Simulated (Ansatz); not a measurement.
Born–Oppenheimer molecular dynamics of C2H10BN (14 atoms, charge 0, multiplicity 1). It starts at the highest image of a converged band. Of that band: Neighbouring images differ by up to 2.5 eV, so the band resolves the path poorly. A vibrational analysis at the climbing image gives one clearly imaginary mode, 1531i cm⁻¹: a first-order saddle point.

Level of theory: Ansatz 0.2.0, RKS B3LYP-D4/6-31G*.

| Quantity | Value |
| --- | --- |
| ensemble | NVE (velocity Verlet) |
| time step | 0.5 fs |
| steps asked | 74 |
| starting velocities drawn for | 100 K |
| seed | 2652 |

First frame:

```xyz
14
Properties=species:S:1:pos:R:3
B -0.037 -0.552 0.143
C -0.101 0.288 1.822
H -0.981 0.234 2.476
H 0.810 0.291 2.434
H -0.158 1.256 1.317
C 1.349 -0.154 -0.532
H 1.447 -0.664 -1.501
H 1.434 0.922 -0.728
H 2.222 -0.442 0.072
H -1.070 -0.217 -0.372
N -0.104 -2.060 0.642
H -0.940 -2.592 0.432
H 0.737 -2.619 0.550
H -0.138 -1.057 1.507
```

Task: What does the run give?

Result: All steps were run.

```
steps done                                               : 74
time covered                                             : 37 fs
mean temperature over the second half                    : 1147 K
spread of the potential energy over the second half      : 32.0 meV per atom
mean potential energy of the second half above the start : -116.0 meV per atom
```

The conserved energy stayed within 0.17 meV per atom of its start (net change 0.067 meV per atom), so the integration is sound. The kinetic energy rose, since the run started high on the potential surface and went downhill. It ends in pieces (CH4 + CH6BN), so much of that is their flight and rotation, not heat. A run of 0.037 ps of so small a system gives no equilibrium averages. The orbitals stay closed-shell, which can raise the energy where a bond breaks towards radicals; this wasn't checked here.

Task: What happens to the structure?

Result: Between its relaxed ends the band would form C2–H14 and break B1–C2, N11–H14. These pairs go: C2–H14 1.38 → 1.01 Å, B1–C2 1.88 → 3.13 Å, N11–H14 1.33 → 2.87 Å. In the last frame they stand as after the step (other bonds may differ from the relaxed reactants and products). It ends as CH4 + CH6BN. Pairs count as bonded within 1.25 times the sum of covalent radii (0.12 Å more for H–H). Another seed would give other details.

Task: How do temperature and energy run in time?

Result: 
```json
{"time (fs)": "0", "T (K)": "100", "potential energy less start (eV)": "0.000", "conserved less start (meV/atom)": "0.00"}
{"time (fs)": "1.5", "T (K)": "71", "potential energy less start (eV)": "0.045", "conserved less start (meV/atom)": "0.06"}
{"time (fs)": "3", "T (K)": "48", "potential energy less start (eV)": "0.081", "conserved less start (meV/atom)": "0.10"}
{"time (fs)": "4.5", "T (K)": "69", "potential energy less start (eV)": "0.048", "conserved less start (meV/atom)": "0.02"}
{"time (fs)": "6", "T (K)": "65", "potential energy less start (eV)": "0.055", "conserved less start (meV/atom)": "0.05"}
{"time (fs)": "7.5", "T (K)": "52", "potential energy less start (eV)": "0.076", "conserved less start (meV/atom)": "0.11"}
{"time (fs)": "9", "T (K)": "95", "potential energy less start (eV)": "0.008", "conserved less start (meV/atom)": "0.09"}
{"time (fs)": "10.5", "T (K)": "182", "potential energy less start (eV)": "-0.127", "conserved less start (meV/atom)": "0.04"}
{"time (fs)": "12", "T (K)": "263", "potential energy less start (eV)": "-0.253", "conserved less start (meV/atom)": "0.02"}
{"time (fs)": "13.5", "T (K)": "316", "potential energy less start (eV)": "-0.337", "conserved less start (meV/atom)": "-0.06"}
{"time (fs)": "15", "T (K)": "325", "potential energy less start (eV)": "-0.347", "conserved less start (meV/atom)": "0.11"}
{"time (fs)": "16.5", "T (K)": "459", "potential energy less start (eV)": "-0.557", "conserved less start (meV/atom)": "-0.02"}
{"time (fs)": "18", "T (K)": "609", "potential energy less start (eV)": "-0.791", "conserved less start (meV/atom)": "-0.11"}
{"time (fs)": "19.5", "T (K)": "645", "potential energy less start (eV)": "-0.844", "conserved less start (meV/atom)": "0.05"}
{"time (fs)": "21", "T (K)": "721", "potential energy less start (eV)": "-0.963", "conserved less start (meV/atom)": "0.08"}
{"time (fs)": "22.5", "T (K)": "878", "potential energy less start (eV)": "-1.208", "conserved less start (meV/atom)": "-0.01"}
{"time (fs)": "24", "T (K)": "1010", "potential energy less start (eV)": "-1.414", "conserved less start (meV/atom)": "-0.14"}
{"time (fs)": "25.5", "T (K)": "1041", "potential energy less start (eV)": "-1.457", "conserved less start (meV/atom)": "0.12"}
{"time (fs)": "27", "T (K)": "1189", "potential energy less start (eV)": "-1.690", "conserved less start (meV/atom)": "-0.09"}
{"time (fs)": "28.5", "T (K)": "1302", "potential energy less start (eV)": "-1.865", "conserved less start (meV/atom)": "-0.10"}
{"time (fs)": "30", "T (K)": "1306", "potential energy less start (eV)": "-1.870", "conserved less start (meV/atom)": "0.05"}
{"time (fs)": "31.5", "T (K)": "1351", "potential energy less start (eV)": "-1.940", "conserved less start (meV/atom)": "0.05"}
{"time (fs)": "33", "T (K)": "1447", "potential energy less start (eV)": "-2.090", "conserved less start (meV/atom)": "-0.03"}
{"time (fs)": "34.5", "T (K)": "1494", "potential energy less start (eV)": "-2.164", "conserved less start (meV/atom)": "-0.13"}
{"time (fs)": "36", "T (K)": "1443", "potential energy less start (eV)": "-2.081", "conserved less start (meV/atom)": "0.11"}
```

Run time: 3.6 min on 1 thread of Intel(R) Xeon(R) Platinum 8488C (Sapphire Rapids), with other jobs on the host, peak memory 0.17 GiB.
